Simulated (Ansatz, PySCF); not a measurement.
Pulling on the Ge1–Br3 bond in BrFGe (SMILES [F][Ge][Br]) (multiplicity 1 held, fragments rigid). Energies count from the point at 2.367 Å.
Geometry at that point (charge 0, multiplicity 1):
```json
[
 {"atom": "Ge", "x (Å)": "0.5401", "y (Å)": "-0.4560", "z (Å)": "0.8125"},
 {"atom": "F", "x (Å)": "1.4905", "y (Å)": "-1.3280", "z (Å)": "-0.3878"},
 {"atom": "Br", "x (Å)": "-0.8771", "y (Å)": "0.7584", "z (Å)": "-0.6431"}
]
```

R- and RO- levels are restricted; in cc, def2 and unpolarised 6-31G sets they are followed outwards from rest. U- levels take the lowest unrestricted solution at each point, which mixes spins at long bonds. Curves can end on different states.

Frozen-core correlation. Filled d and f shells under p-block atoms count as core. Rows in 3-21G carry no dispersion term and start afresh at each structure; the Pople sets are all-electron and without relativity.

Run with Ansatz (a quantum-chemistry and plane-wave program); PySCF for 3-21G rows. Each number belongs to the level named beside it.

Problem. One of these levels gives 82.96 kcal/mol for the energy at R = 7.574 Å. Which?
(A) U-HF/cc-pVTZ
(B) R-HF/3-21G
(C) R-MP2/cc-pVTZ
(D) U-r2SCAN/cc-pVTZ

Solution. D, U-r2SCAN/cc-pVTZ. The others give 124.65 (R-HF/3-21G), 60.57 (U-HF/cc-pVTZ), 111.40 (R-MP2/cc-pVTZ)

Doubts at one or more of the structures used: a restricted determinant that unrestricted orbitals would lower (R-HF/3-21G, R-MP2/cc-pVTZ); a spin-contaminated determinant (U-HF/cc-pVTZ, U-r2SCAN/cc-pVTZ).
